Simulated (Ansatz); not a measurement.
The cluster HfZrO4. Charge 0, multiplicity 1. Geometry PBE0-D4/def2-SVP; atoms count from 1.

```xyz
6

Hf   -0.337   -1.477    2.035
Zr    0.054    0.234   -0.320
O     0.646   -1.544    0.403
O    -0.945    0.222    1.421
O     0.861    1.605   -1.444
O    -0.280    0.962   -2.095
```

In the def2 sets Hf, Zr take a core potential; there is no spin–orbit coupling. The structure holds one bond between oxygen atoms, so isomers without such links may lie far lower. The restricted singlet is unstable towards broken spin symmetry in Hartree–Fock (as tested in another run); at PBE0-D4/def2-TZVP this wasn't settled. Another isomer (singlet) lies 3.50 eV lower at PBE0-D4/def2-TZVP; other spin states weren't run for this one.

(1) Estimate the Mulliken populations from the PBE0/def2-TZVP orbitals of Ansatz.

(2) And the Mayer bond orders between heavy atoms (over 0.3)?

## Answers

(1) 
```json
{"atom": "Hf1", "charge (e)": "0.54", "d electrons": "1.65"}
{"atom": "Zr2", "charge (e)": "1.50", "d electrons": "1.88"}
{"atom": "O3", "charge (e)": "-0.65", "d electrons": "–"}
{"atom": "O4", "charge (e)": "-0.65", "d electrons": "–"}
{"atom": "O5", "charge (e)": "-0.37", "d electrons": "–"}
{"atom": "O6", "charge (e)": "-0.37", "d electrons": "–"}
```
Mulliken values depend strongly on the basis.

(2) Hf1–Zr2 0.44 (2.94 Å); Hf1–O3 1.22 (1.91 Å); Hf1–O4 1.21 (1.91 Å); Zr2–O3 0.81 (2.01 Å); Zr2–O4 0.81 (2.01 Å); Zr2–O5 1.01 (1.95 Å); Zr2–O6 1.01 (1.95 Å); O5–O6 0.83 (1.46 Å).
